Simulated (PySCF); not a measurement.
## N³⁺ (nitrogen, charge +3): UHF calculation

Configuration: [He] 2s2, closed-shell 1S. All numbers are calculated (PySCF 2.14, scalar relativity by spin-free X2C-1e, in ANO-R3).

```json
{
  "Total energy": "-51.111522 hartree",
  "One-electron energy": "-60.4323 hartree",
  "Hartree (Coulomb) energy": "14.4595 hartree",
  "Exchange energy": "-5.1388 hartree",
  "⟨S²⟩": "0.0000",
  "⟨L²⟩": "0.000",
  "Sum of ⟨r⟩": "2.677 bohr",
  "Sum of ⟨r²⟩": "3.043 bohr²",
  "Langevin diamagnetic susceptibility": "-2.41 ×10⁻⁶ cm³/mol"
}
```

```csv
shell,electrons,mean orbital energy (eV),"rms radius, mean of both spins (bohr)"
1s,2,-493.26,0.263
2s,2,-75.329,1.21
```
